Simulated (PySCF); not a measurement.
One entry of a table of gas-phase calculations, keyed by method. Lists by class give the value and the number of equivalent atoms.

```json
{
 "formula": "CH7N3Si",
 "smiles": "[H]/N=C\\[SiH](N)N",
 "charge": 0,
 "multiplicity": 1,
 "geometry_level": "GFN2-xTB",
 "atoms_angstrom": [
  ["N", -2.121, -0.943, 0.506],
  ["C", -1.278, -0.844, -0.424],
  ["Si", 0.502, -0.174, -0.35],
  ["N", 0.843, -0.001, 1.34],
  ["N", 0.502, 1.32, -1.203],
  ["H", -1.784, -0.606, 1.409],
  ["H", -1.634, -1.195, -1.391],
  ["H", 1.412, -1.048, -1.099],
  ["H", 1.673, 0.499, 1.617],
  ["H", 0.714, -0.794, 1.948],
  ["H", -0.206, 2.005, -0.995],
  ["H", 1.379, 1.779, -1.384]
 ],
 "electronic_structure_code": "PySCF",
 "results": {
  "GFN2-xTB geometry": {
   "point_group": "C1",
   "rotational_constants_GHz": [5.528, 3.019, 2.281]
  },
  "PBE0/def2-SVPD ground state and vertical TDDFT (core frozen in the response)": {
   "dipole_D": 3.35,
   "homo_eV": -6.86,
   "lumo_eV": -0.78,
   "S1_eV": 4.19,
   "strongest_line_of_8_singlets_eV": 7.06,
   "T1_tda_eV": 3.3,
   "polarisability_au": 61.9,
   "r2_bohr2_about_centre_of_nuclear_charge": 584.5,
   "singlets_eV_and_f": [
    [4.19, 0.001],
    [5.73, 0.005],
    [5.85, 0.01],
    [6.14, 0.002],
    [6.68, 0.03],
    [6.88, 0.015],
    [7.06, 0.046],
    [7.2, 0.035]
   ],
   "triplets_tda_eV": [3.3, 4.95, 5.61]
  },
  "delta-SCF UKS SCAN, pcX-2 on the ionised atom, pcseg-1 elsewhere, spin-free X2C; 2p3/2 from a spin–orbit splitting computed afterwards within the 2p shell": {
   "core_binding_eV": [
    ["Si2p3/2", 106.91, 1],
    ["C1s", 291.23, 1],
    ["N1s", 404.59, 1],
    ["N1s", 404.74, 2],
    ["Si1s", 1846.85, 1]
   ]
  }
 }
}
```

The principal polarisabilities are 53.0, 61.8 and 70.9 au; their mean is the isotropic value. The rotational constants make it an asymmetric top with κ = (2B − A − C)/(A − C) = -0.55, nearer the prolate limit (−1). A dipole of 3.35 D is allowed in C1, and pure rotational transitions are dipole-allowed. S1 lies 1.89 eV below the HOMO–LUMO gap; its leading configuration is HOMO→LUMO, weight 0.97. The dipole matches unit charges of opposite sign 0.70 Å apart (1 e·Å = 4.8032 D).

For the TDDFT job (PBE0/def2-SVPD), on an x86-64 server with one thread (shared host), this took 21 s.

Conformer computed: `[H]/[N:1]=[CH:2]\[SiH:3]([NH2:4])[NH2:5]`: N1–C2–Si3–N4 11°, H–N4–Si3–C2 -169°, H–N4–Si3–C2 54°, H–N5–Si3–C2 49°, H–N5–Si3–C2 -172°.

One conformer stands for the species.
